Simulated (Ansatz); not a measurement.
Born–Oppenheimer molecular dynamics of CH₄BClO (8 atoms, charge 0, multiplicity 1). It starts from a relaxed structure.

All numbers below come from RKS LDA/def2-SVP in Ansatz.

| Item | Value |
| --- | --- |
| ensemble | NVT, Langevin thermostat |
| time step | 0.5 fs |
| steps asked | 500 |
| set temperature | 300 K |
| friction | 0.001 /fs |
| seed | 810020 |

First frame:

```xyz
8
Properties=species:S:1:pos:R:3
B -0.046 -0.108 0.025
O 0.075 0.143 1.342
H -0.778 0.380 1.752
Cl 1.452 -0.547 -0.797
C -1.378 -0.042 -0.783
H -1.593 -1.034 -1.238
H -2.265 0.266 -0.189
H -1.271 0.660 -1.639
```

Problem. How far do the bonds stretch over the last three quarters of this one trajectory? (Pairs bonded in most of those frames.)

Solution. 
| bond | mean (Å) | spread (Å) | shortest | longest |
| --- | --- | --- | --- | --- |
| B1–O2 | 1.351 | 0.026 | 1.30 | 1.40 |
| B1–Cl4 | 1.766 | 0.018 | 1.72 | 1.80 |
| B1–C5 | 1.565 | 0.023 | 1.51 | 1.61 |
| O2–H3 | 0.977 | 0.014 | 0.95 | 1.00 |
| C5–H6 | 1.111 | 0.008 | 1.09 | 1.13 |
| C5–H7 | 1.114 | 0.016 | 1.08 | 1.14 |
| C5–H8 | 1.116 | 0.019 | 1.08 | 1.15 |

Mean temperature of the second half: 194 K. The mean temperature of the second half is 35 % below the set value. A run of 0.25 ps of so small a system gives no equilibrium averages.

The run took 2.8 min on 2 threads of Intel(R) Xeon(R) 6975P-C (Granite Rapids), with other jobs on the host, peak memory 0.17 GiB.
